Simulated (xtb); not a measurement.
FGeH5OSi, SMILES F[SiH2][O][GeH3]. All values are semi-empirical tight-binding results from xtb (GFN2-xTB unless named), good for trends rather than for accurate numbers. Coordinates come from a GFN2-xTB optimisation. This is a generated structure with no PubChem entry under its InChIKey; it may be hypothetical. Other conformers were not sampled.

For metal compounds this method's bond lengths and energies can be far off.

| Item | Result |
|---|---|
| point group as xtb finds it | Cs |
| orbital gap | 6.44 eV |
| zero-point energy | 27.9 kcal/mol |
| G − E(el) at 298.15 K (modified RRHO) | 7.1 kcal/mol |
